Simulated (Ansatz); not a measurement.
Abridged output of a molecular run in Ansatz:

```
Functional definition: HF
2468 factors; integrals over basis functions are off by at most 1.2e-3 eV
mean field evaluation 1: about -10444.8487 eV, gradient 5.3e1 eV
mean field evaluation 2: about -10445.2664 eV, gradient 5.3e1 eV
mean field evaluation 4: about -10451.6923 eV, gradient 7.0e0 eV
mean field evaluation 8: about -10451.8307 eV, gradient 5.3e-1 eV
mean field evaluation 16: about -10451.8324 eV, gradient 2.3e-6 eV
mean field -10451.83240617 eV, -384.0977564204 hartree, gradient 2.3e-6 eV, S^2 0.000000; 0 other end points of the search recorded, 0 dependent functions left out
8 core orbitals not correlated: weight in the atoms' cores, before any rotation towards them, 1.000 or more for the frozen orbitals, at most 0.000 for the correlated occupied ones
reference -10451.83240617 eV, -384.0977564204 hartree; 24, 24 occupied and 384, 384 virtual orbitals, 2468 factors
second order -40.55812267 eV of doubles, -0.00000000 eV of singles
cycle   1  -40.93722374 eV  change   -3.8e-1 eV  update   1.4e-1
cycle   2  -41.91602318 eV  change   -9.8e-1 eV  update   4.2e-2
cycle   3  -42.15550641 eV  change   -2.4e-1 eV  update   2.2e-2
cycle   4  -42.13880814 eV  change    1.7e-2 eV  update   5.2e-3
cycle   5  -42.13756546 eV  change    1.2e-3 eV  update   2.4e-3
cycle   6  -42.13847551 eV  change   -9.1e-4 eV  update   7.2e-4
cycle   7  -42.13805124 eV  change    4.2e-4 eV  update   3.0e-4
cycle   8  -42.13793385 eV  change    1.2e-4 eV  update   9.8e-5
cycle   9  -42.13798068 eV  change   -4.7e-5 eV  update   3.8e-5
perturbative correction -1.73213595 eV, -0.0636548219 hartree
Total energy: -10495.70252280 eV, -385.7099534702 hartree
```

Its atoms:

Cartesian coordinates in Å:
```
C -0.332 -2.113 -1.623
C -1.161 -2.095 -0.350
C -1.433 -0.691 0.159
C -0.202 -0.001 0.685
O 0.801 -0.555 1.049
O -0.377 1.327 0.729
C 0.712 2.097 1.253
C 1.736 2.400 0.187
H -0.830 -1.562 -2.426
H 0.648 -1.659 -1.458
H -0.168 -3.134 -1.973
H -2.120 -2.592 -0.525
H -0.648 -2.661 0.432
H -2.148 -0.710 0.989
H -1.883 -0.060 -0.612
H 0.247 3.010 1.628
H 1.162 1.554 2.086
H 2.516 3.047 0.596
H 2.206 1.483 -0.169
H 1.275 2.914 -0.659
```

Which basis set was used?
A. def2-TZVPPD
B. cc-pV(D+d)Z
C. def2-QZVPP
D. def2-TZVPP

D. It gives 416 functions.

Write the keys of the input that set method, charge and spin (a neutral closed shell needs none for the last two).


```yaml
correlation: {method: ccsd_t}
```
